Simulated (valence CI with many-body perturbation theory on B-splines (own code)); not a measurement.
A CI+MBPT run for Os⁴⁺

Calculated by relativistic CI+MBPT: four valence electrons over a frozen Dirac-Fock core [Xe] 4f14, radial functions for each j: 6 s, 6 p, 5 d, 5 f, 1 g, with the one-electron correlation potential Σ1 (screened to all orders), the two-electron term Σ2, the three-electron term Σ3, Breit, model QED; selected single and double excitations, second order for the rest, scaled by the run's own slope (own B-spline code, finite nucleus).

Command, and the settings that its task file holds:

```sh
python run_cv.py task.json out
```

```
atom Os  Z=76  mass_number=192  rms_radius_fm=5.4126
core [Xe] 4f14
valence 5d4
avg = 1
basis = S
breit = 1
cap = 10000
capref = 1200
cscale = 1
de = 0.0
dress = 0
eps = 2e-08
extrap = 1
h = 0.27
hh = 1
l2 = 3
lcore = 6
maxit = 60
n2 = 5
natural = 1
nlev = 20
nno = [3, 3, 3, 3, 1]
nroot = 26
nsp = [3, 3, 2, 2, 0]
pt2 = 1
qed = 1
rpa = 1
s1 = 1
s2 = 1
s3 = 1
screen = 1
tol = 0.0003
whole = 1
```

It took 66 s on 1 thread of Arm Neoverse V2, with other jobs on the host.

Log. The first blocks belong to the next ion, which gives the ionisation energy. Fields: 2J, parity (1 odd), roots, reference size, generating configurations, candidates as configurations/state functions, variational space P, stored matrix elements, Davidson steps; e2 is the range of second-order energies in hartree. The first line gives the box (bohr), its intervals, the orbitals and the steps of their self-consistent field. Window is the range of levels sought, series limit the energy at which the first omitted orbital would enter, core excitation an estimate of the first excitation out of the core, left out the lowest levels not solved, and shifts from estimates the range by which levels moved from their first estimate, all in cm⁻¹.

```
rmax 15.8 intervals 63 orbitals 40 references ['5d4', '5d3 6s', '5d3 6p', '5d2 6s2'] scf 8 t 1.6
2J=3 par=0 roots 2 ref 36 generators 8 cand 1825/4132 P 418/999 nnz 0 it 0
2J=3 par=0 roots 2 ref 36 generators 20 cand 3059/6991 P 1110/2693 nnz 1.3e+06 it 5
   second order: generators 54 cand 3733/7975 e2 -0.00002 -0.00001
2J=5 par=0 roots 2 ref 38 generators 7 cand 1545/4289 P 326/999 nnz 0 it 0
2J=5 par=0 roots 2 ref 38 generators 17 cand 2832/7674 P 965/2946 nnz 1.6e+06 it 4
   second order: generators 52 cand 3919/9564 e2 -0.00003 -0.00002
reference levels 449, estimated 27, window 39386 1/cm; series limit 329572, core excitation 335127
2J=0 par=0 roots 3 ref 19 generators 6 cand 771/1233 P 1199/2150 nnz 0 it 2
2J=0 par=0 roots 3 ref 19 generators 26 cand 9710/22494 P 2680/6020 nnz 2.7e+06 it 4
   second order: generators 119 cand 22685/50263 e2 -0.00012 -0.00003
2J=2 par=0 roots 3 ref 37 generators 7 cand 1432/5734 P 748/3543 nnz 3e+06 it 2
2J=2 par=0 roots 3 ref 37 generators 19 cand 7525/46845 P 1814/9629 nnz 1.1e+07 it 6
   second order: generators 112 cand 24056/143496 e2 -0.00015 -0.00007
2J=4 par=0 roots 5 ref 54 generators 8 cand 1635/9156 P 546/3567 nnz 3e+06 it 3
2J=4 par=0 roots 5 ref 54 generators 24 cand 7651/66703 P 1487/9988 nnz 1.5e+07 it 5
   second order: generators 116 cand 23230/194863 e2 -0.00031 -0.00010
2J=6 par=0 roots 5 ref 50 generators 5 cand 1643/9797 P 471/3554 nnz 3.3e+06 it 3
2J=6 par=0 roots 5 ref 50 generators 16 cand 5930/60080 P 1297/9996 nnz 1.6e+07 it 6
   second order: generators 109 cand 23774/233677 e2 -0.00034 -0.00012
2J=8 par=0 roots 5 ref 44 generators 7 cand 1550/8531 P 505/3552 nnz 3.1e+06 it 4
2J=8 par=0 roots 5 ref 44 generators 16 cand 6209/66942 P 1368/9989 nnz 1.6e+07 it 7
   second order: generators 109 cand 21982/211567 e2 -0.00026 -0.00013
2J=10 par=0 roots 2 ref 25 generators 4 cand 1321/5833 P 543/3519 nnz 3.4e+06 it 2
2J=10 par=0 roots 2 ref 25 generators 16 cand 7169/67617 P 1353/9973 nnz 1.5e+07 it 4
   second order: generators 85 cand 21863/190256 e2 -0.00014 -0.00013
2J=12 par=0 roots 2 ref 14 generators 2 cand 395/1493 P 786/3503 nnz 3.2e+06 it 2
2J=12 par=0 roots 2 ref 14 generators 10 cand 5316/42768 P 1267/7632 nnz 8.8e+06 it 4
   second order: generators 77 cand 20766/147997 e2 -0.00014 -0.00012
left out: unestimated 55717, estimated 51459, shifts from estimates -48 to 0
operators 6.5
```

The Davidson iterations converged.

Set against measurement, 20 paired levels are off by 377 cm⁻¹ on average, the worst by 796. Only levels of the ground parity were solved; by the run's estimate the other parity begins above the list, which can be wrong where configurations are misplaced.

```
Valence energy                            : -11.6005 hartree
Ionisation energy                         : 55.874 eV (NIST: 55 ± 1.9 eV (theoretical))
Reference configurations for the orbitals : 5d4, 5d3 6s, 5d3 6p, 5d2 6s2
Radial orbitals                           : 40
Box radius                                : 15.75 bohr
Largest variational space                 : 9996
Lowest levels                             : 5d⁴ ⁵D_0 0.0, 5d⁴ ⁵D_1 4004, 5d⁴ ⁵D_2 7674, 5d⁴ ⁵D_3 10652, 5d⁴ ⁵D_4 12781, 5d⁴ ³P_0 18740, 5d⁴ ³H_4 20433, 5d⁴ ³G_3 24307, 5d⁴ ³F_2 24987, 5d⁴ ³P_1 25181, 5d⁴ ³H_5 25374, 5d⁴ ³H_6 27690, 5d⁴ ³G_4 30074, 5d⁴ ³P_2 30948 cm⁻¹
```

Names give the largest LS component (configuration and term), which can be under half, so a name can repeat, a term be missing and a line seem to break the LS rules; names also repeat where a configuration has a term twice.
